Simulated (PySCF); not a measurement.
Species: CH₄BO₃ (charge 0, doublet). It need not be the lowest isomer of its formula. SMILES: O(B(O)O)[CH2]
Geometry from a B3LYP-D3(BJ)/def2-TZVP (Ansatz) optimisation:
```
B
O 1 1.3689
H 2 0.9595 1 115.91
O 1 1.3709 2 115.19 3 179.88
C 4 1.3572 1 123.69 2 178.85
O 1 1.3727 2 125.90 3 -0.01
H 6 0.9596 1 116.25 2 -0.01
H 5 1.0771 4 115.07 1 174.91
H 5 1.0790 8 124.25 4 167.07
```
Charge 0, spin multiplicity 2.

Dispersion corrections to the total energy (kcal/mol) from the dftd3 and dftd4 libraries through PySCF: D3(BJ) without and D4 with the three-body term, each with the damping fitted for the functional named.

```tsv
functional	D3(BJ)	D4
CAM-B3LYP	(withheld)	-2.61
PW6B95	-1.40	-2.77
BLYP	-6.37	(withheld)
r2SCAN	-0.83	-0.78
BHLYP	-3.94	(withheld)
BP86	-4.59	-4.08
PBE0	-2.57	-2.63
```

Task: Complete the blanks.

Result: 
- CAM-B3LYP, D3(BJ): -2.23
- BLYP, D4: -7.18
- BHLYP, D4: -3.46
